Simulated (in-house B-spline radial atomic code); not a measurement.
Configurations of Tb⁷⁺, with energies counted from [Kr] 4d10 4f7 5s2 5p3. Method: Dirac-Hartree-Fock, average of configuration, Fermi nucleus of rms radius 5.06 fm. Calculated with a B-spline radial code for spherical atoms. Energies include first-order Breit, QED and recoil terms.

Occupations are held fixed; configurations that lie above the ionisation limit could autoionise.

| configuration | E - E(ref) (eV) | highest orbital | its <r> (bohr) |
| --- | --- | --- | --- |
| [Kr] 4d10 4f7 5s2 5p2 6s1 | 51.282 | 6s1/2 | 2.418 |
| [Kr] 4d10 4f6 5s2 5p3 7s1 | 73.445 | 7s1/2 | 3.942 |
| [Kr] 4d10 4f7 5s2 5p2 7s1 | 79.064 | 7s1/2 | 3.969 |
| [Kr] 4d10 4f6 5s2 5p3 7d1 | 84.726 | 7d5/2 | 5.03 |
| [Kr] 4d10 4f7 5s2 5p2 7d1 | 90.272 | 7d5/2 | 5.067 |
| [Kr] 4d10 4f6 5s2 5p3 6g1 | 90.803 | 6g7/2 | 5.315 |
| [Kr] 4d10 4f7 5s2 5p2 8s1 | 92.814 | 8s1/2 | 5.885 |
| [Kr] 4d10 4f7 5s2 5p2 9d1 | 104.7 | 9d5/2 | 9.867 |
| [Kr] 4d10 4f7 5s2 5p2 8g1 | 106.92 | 8g7/2 | 10.51 |
| [Kr] 4d9 4f7 5s2 5p3 9s1 | 250.93 | 9s1/2 | 8.133 |

Order these further configurations by energy, lowest first.
A. [Kr] 4d9 4f7 5s2 5p3 7s1
B. [Kr] 4d10 4f7 5s2 5p2 9g1
C. [Kr] 4d10 4f7 5s2 5p2 5d1
D. [Kr] 4d10 4f6 5s2 5p3 9s1
E. [Kr] 4d9 4f7 5s2 5p3 6s1

C (36.846 eV), D (95.293 eV), B (109.83 eV), E (200.79 eV), A (229.05 eV).

How far above the reference does [Kr] 4d9 4f7 5s2 5p4 lie?

147.48 eV; its least bound orbital is 5p3/2 with <r> = 1.367 bohr.

How far above the reference does [Kr] 4d10 4f8 5s2 5p2 lie?

11.963 eV; its least bound orbital is 4f7/2 with <r> = 0.7603 bohr.

How far above the reference does [Kr] 4d10 4f7 5s2 5p2 5g1 lie?

85.472 eV; its least bound orbital is 5g7/2 with <r> = 3.33 bohr.

One of these lies 29.6 eV from the reference. Which?
A. [Kr] 4d10 4f6 5s2 5p3 8d1
B. [Kr] 4d10 4f6 5s2 5p3 8s1
C. [Kr] 4d10 4f6 5s2 5p3 5d1

C.
